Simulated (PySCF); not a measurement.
Spinor energies of Zr²⁺ (zirconium, charge +2)

Start: [Kr] 4d1 5p1; 4d5/2 filled at m_j = +5/2; 5p3/2 filled at m_j = +3/2. Calculated with PySCF 2.14 in x2c-SVPall-2c with one added diffuse shell each of s, p, d type (7s9p7d1f, 76 functions): generalised Hartree-Fock with the X2C-1e Hamiltonian and a Gaussian nucleus; one run each with spin-orbit coupling (SO) switched off, then screened by Boettger's factors. This is a chosen level, not necessarily the ground level.

```
spinor shell  electrons  ε, spin-free (eV)  ε, screened SO (eV)  weight of nominal j (screened SO)  rms radius, screened SO (bohr)
       1s1/2          2           -18114.8             -18114.1                              1.000                          0.0426
       2s1/2          2            -2598.1              -2598.0                              1.000                           0.176
       2p1/2          2            -2313.6              -2372.9                              1.000                           0.154
       2p3/2          4            -2313.6              -2285.7                              1.000                           0.158
       3s1/2          2            -473.41              -473.43                              1.000                           0.488
       3p1/2          2            -377.85              -387.71                              1.000                           0.489
       3p3/2          4            -377.85              -373.26                              1.000                           0.499
       3d3/2          4            -220.68              -222.17                              0.997                           0.494
       3d5/2          6            -220.68              -219.74                              0.998                           0.497
       4s1/2          2            -87.313              -87.361                              1.000                            1.29
       4p3/2          4            -59.532              -59.086                              0.954                            1.45
       4p1/2          2            -59.532              -60.650                              0.909                            1.42
       4d5/2          1            -26.293              -26.253                              1.000                            2.12
       5p3/2          1            -15.758              -15.686                              1.000                            4.02
```

```json
{"quantity": "E (hartree)", "spin-free": "-3594.81459", "screened SO": "-3595.13946"}
{"quantity": "M_J", "spin-free": "4", "screened SO": "4"}
{"quantity": "⟨J²⟩", "spin-free": "20.005", "screened SO": "20.005"}
{"quantity": "⟨L²⟩", "spin-free": "12.004", "screened SO": "12.011"}
{"quantity": "⟨S²⟩", "spin-free": "2.001", "screened SO": "2.007"}
```

Each row is a mean over spinors that exchange with the open shell spreads, by up to 3.952 eV (4p3/2).

Breit and QED terms are absent; they matter most for the inner s and p1/2 levels.

Densities and radii are taken from the X2C orbitals without a picture-change correction, which distorts them close to the nucleus.

Without spin-orbit coupling the j labels of p, d and f shells carry no meaning; the spin-free column gives the mean over the occupied spinors of each nl shell.
